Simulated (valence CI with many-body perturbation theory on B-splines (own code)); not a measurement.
## Cs XXIV: electric-dipole lines

Level of theory: configuration interaction combined with many-body perturbation theory (CI+MBPT): four valence electrons over a frozen Dirac-Fock core [Ar] 3d10, a basis of 11 s, 11 p, 9 d, 7 f, 5 g, 2 h, 1 i functions for each j, with the one-electron correlation potential Σ1, the two-electron term Σ2, the three-electron term Σ3, Breit, model QED; selected CI, second order for the rest (own B-spline code, finite nucleus).

No measured levels were compared; by estimate levels hold to about 250 cm⁻¹ or 0.2 % of their energy and the worst to 1 %, as in measured heavy ions of charge 2 to 7; those with d or f electrons hold less well.

Lines 101 to 150 of 225 in falling wavelength, among levels below 1619500 cm⁻¹, chosen from the strongest by gf and those to the six lowest levels. Wavelengths and rates use the calculated energies, so an error of 2000 cm⁻¹ moves a line at 137.4 Å by 0.27 % and its rate by three times that or more. Electric multipoles are in the length gauge, E1 and E2 with the static RPA response of the core. Weak lines are less certain than strong ones. Lines between different terms over intervals too small for the method are left out, as are lines whose strength nearly cancels. Where a level lies close to another of its J and parity, the split of strength between their lines is uncertain. The highest levels of a list are the least certain.

Levels are named by their leading jj configuration (3d3/2^4 stands for four electrons in 3d with j = 3/2), which in mixed levels can hold well under half, so a name can repeat and another be missing. Letters in brackets count levels of one name in rising energy.

```
λ vac (Å)                           Upper                       Lower   A (s⁻¹)  S (a.u.) with core polarisation  S without
    137.4          (4s^2 4p3/2 4d3/2) J=1          (4s^2 4p3/2^2) J=0  1.37e+09                         5.24e-03   5.67e-03
    136.9          (4s 4p1/2^2 4d3/2) J=2      (4s 4p1/2^2 4p3/2) J=2  1.68e+10                         1.06e-01   1.14e-01
    135.9                (4s 4p3/2^3) J=2      (4s^2 4p1/2 4p3/2) J=2  1.24e+10                         7.67e-02   8.28e-02
    133.9      (4s 4p1/2 4p3/2 4d5/2) J=0  (4s 4p1/2 4p3/2^2) J=1 [b]  4.18e+10                         4.95e-02   5.31e-02
    133.3  (4s 4p1/2 4p3/2 4d3/2) J=1 [c]  (4s 4p1/2 4p3/2^2) J=2 [b]  1.48e+10                         5.18e-02   5.58e-02
    133.2  (4s 4p1/2 4p3/2 4d3/2) J=2 [a]      (4s 4p1/2^2 4p3/2) J=1  1.09e+10                         6.35e-02   6.81e-02
    133.1          (4s 4p3/2^2 4d3/2) J=1      (4s^2 4p1/2 4d3/2) J=2  1.52e+10                         5.31e-02   5.72e-02
    132.7          (4s^2 4p3/2 4d3/2) J=2          (4s^2 4p3/2^2) J=2  9.96e+09                         5.74e-02   6.20e-02
    132.7  (4s 4p1/2 4p3/2 4d3/2) J=2 [c]      (4s 4p1/2 4p3/2^2) J=3  2.08e+10                         1.20e-01   1.29e-01
    132.5  (4s 4p1/2 4p3/2 4d5/2) J=3 [b]      (4s 4p1/2 4p3/2^2) J=3  3.85e+10                         3.09e-01   3.32e-01
    132.2                (4s 4p3/2^3) J=2      (4s^2 4p1/2 4p3/2) J=1  9.57e+09                         5.45e-02   5.86e-02
    131.8  (4s 4p1/2 4p3/2 4d5/2) J=3 [d]  (4s 4p1/2 4p3/2^2) J=2 [b]  1.87e+10                         1.48e-01   1.59e-01
    131.7  (4s 4p1/2 4p3/2 4d5/2) J=1 [d]  (4s 4p1/2 4p3/2^2) J=1 [b]  2.89e+10                         9.77e-02   1.05e-01
    131.5      (4s 4p1/2 4p3/2^2) J=1 [a]          (4s^2 4p1/2^2) J=0  7.56e+09                         2.55e-02   2.75e-02
    131.1  (4s 4p1/2 4p3/2 4d3/2) J=2 [b]      (4s 4p1/2^2 4p3/2) J=1  4.71e+10                         2.62e-01   2.81e-01
    131.0  (4s 4p1/2 4p3/2 4d5/2) J=2 [a]  (4s 4p1/2 4p3/2^2) J=2 [a]  4.50e+10                         2.50e-01   2.68e-01
    130.9          (4s 4p1/2^2 4d5/2) J=3      (4s 4p1/2^2 4p3/2) J=2  3.22e+10                         2.50e-01   2.67e-01
    130.6  (4s 4p1/2 4p3/2 4d3/2) J=2 [d]      (4s 4p1/2 4p3/2^2) J=3  2.14e+10                         1.17e-01   1.27e-01
    130.6          (4s^2 4p1/2 4d5/2) J=3      (4s^2 4p1/2 4p3/2) J=2  4.97e+10                         3.83e-01   4.10e-01
    130.5  (4s 4p1/2 4p3/2 4d5/2) J=3 [a]  (4s 4p1/2 4p3/2^2) J=2 [a]  2.83e+10                         2.17e-01   2.33e-01
    130.3      (4s 4p3/2^2 4d3/2) J=2 [a]  (4s 4p1/2 4p3/2^2) J=1 [b]  3.10e+10                         1.69e-01   1.82e-01
    129.8  (4s 4p1/2 4p3/2 4d5/2) J=1 [b]  (4s 4p1/2 4p3/2^2) J=2 [b]  3.19e+10                         1.03e-01   1.11e-01
    129.6          (4s^2 4p3/2 4d3/2) J=3          (4s^2 4p3/2^2) J=2  2.34e+10                         1.76e-01   1.89e-01
    128.8          (4s^2 4p3/2 4d3/2) J=1          (4s^2 4p3/2^2) J=2  6.84e+10                         2.16e-01   2.33e-01
    127.8  (4s 4p1/2 4p3/2 4d3/2) J=2 [e]  (4s 4p1/2 4p3/2^2) J=2 [b]  1.11e+10                         5.70e-02   6.10e-02
    127.3  (4s 4p1/2 4p3/2 4d3/2) J=2 [e]  (4s 4p1/2 4p3/2^2) J=1 [a]  1.34e+10                         6.80e-02   7.33e-02
    127.0          (4s^2 4p1/2 4d5/2) J=2      (4s^2 4p1/2 4p3/2) J=2  6.77e+10                         3.42e-01   3.68e-01
    126.9             (4p1/2 4p3/2^3) J=1      (4s 4p1/2^2 4p3/2) J=2  1.08e+09                         3.27e-03   3.53e-03
    126.9          (4s^2 4p1/2 4d3/2) J=1      (4s^2 4p1/2 4p3/2) J=2  7.00e+09                         2.12e-02   2.27e-02
    126.6  (4s 4p1/2 4p3/2 4d3/2) J=2 [c]  (4s 4p1/2 4p3/2^2) J=2 [a]  1.14e+10                         5.71e-02   6.13e-02
    126.5  (4s 4p1/2 4p3/2 4d5/2) J=1 [b]      (4s 4p1/2 4p3/2^2) J=0  5.43e+10                         1.63e-01   1.75e-01
    126.3  (4s 4p1/2 4p3/2 4d5/2) J=4 [b]      (4s 4p1/2 4p3/2^2) J=3  5.12e+10                         4.58e-01   4.91e-01
    126.0      (4s 4p1/2 4p3/2 4d5/2) J=0  (4s 4p1/2 4p3/2^2) J=1 [a]  1.62e+11                         1.60e-01   1.72e-01
    125.8  (4s 4p1/2 4p3/2 4d5/2) J=3 [e]  (4s 4p1/2 4p3/2^2) J=2 [b]  8.18e+10                         5.63e-01   6.04e-01
    125.7          (4s^2 4p3/2 4d5/2) J=2          (4s^2 4p3/2^2) J=2  1.93e+11                         9.47e-01   1.02e+00
    125.6      (4s 4p3/2^2 4d3/2) J=2 [b]  (4s 4p1/2 4p3/2^2) J=1 [b]  6.56e+10                         3.21e-01   3.45e-01
    125.5  (4s 4p1/2 4p3/2 4d5/2) J=2 [b]  (4s 4p1/2 4p3/2^2) J=1 [a]  7.79e+10                         3.80e-01   4.07e-01
    125.3          (4s 4p3/2^2 4d3/2) J=1  (4s 4p1/2 4p3/2^2) J=1 [b]  3.97e+10                         1.15e-01   1.24e-01
    124.9             (4p1/2 4p3/2^3) J=2      (4s 4p1/2^2 4p3/2) J=2  1.03e+08                         4.94e-04   5.36e-04
    124.8  (4s 4p1/2 4p3/2 4d3/2) J=2 [d]  (4s 4p1/2 4p3/2^2) J=2 [a]  2.79e+10                         1.34e-01   1.44e-01
    124.5  (4s 4p1/2 4p3/2 4d5/2) J=1 [c]  (4s 4p1/2 4p3/2^2) J=1 [a]  8.61e+10                         2.46e-01   2.64e-01
    124.4  (4s 4p1/2 4p3/2 4d5/2) J=2 [c]  (4s 4p1/2 4p3/2^2) J=2 [b]  5.81e+10                         2.76e-01   2.96e-01
    124.1  (4s 4p1/2 4p3/2 4d5/2) J=1 [d]  (4s 4p1/2 4p3/2^2) J=1 [a]  2.55e+10                         7.21e-02   7.74e-02
    123.9      (4s 4p1/2 4p3/2^2) J=1 [b]          (4s^2 4p1/2^2) J=0  2.45e+10                         6.91e-02   7.46e-02
    123.7          (4s^2 4p1/2 4d5/2) J=2      (4s^2 4p1/2 4p3/2) J=1  1.32e+11                         6.18e-01   6.64e-01
    123.6          (4s^2 4p1/2 4d3/2) J=1      (4s^2 4p1/2 4p3/2) J=1  1.85e+10                         5.19e-02   5.57e-02
    123.3      (4s 4p3/2^2 4d3/2) J=2 [a]  (4s 4p1/2 4p3/2^2) J=2 [b]  1.57e+10                         7.24e-02   7.79e-02
    123.2          (4s^2 4p3/2 4d5/2) J=1          (4s^2 4p3/2^2) J=0  2.38e+11                         6.60e-01   7.09e-01
    122.8      (4s 4p3/2^2 4d3/2) J=2 [a]  (4s 4p1/2 4p3/2^2) J=1 [a]  5.92e+10                         2.71e-01   2.91e-01
    122.7                (4s 4p3/2^3) J=1      (4s^2 4p1/2 4p3/2) J=2  8.21e+08                         2.25e-03   2.43e-03
```
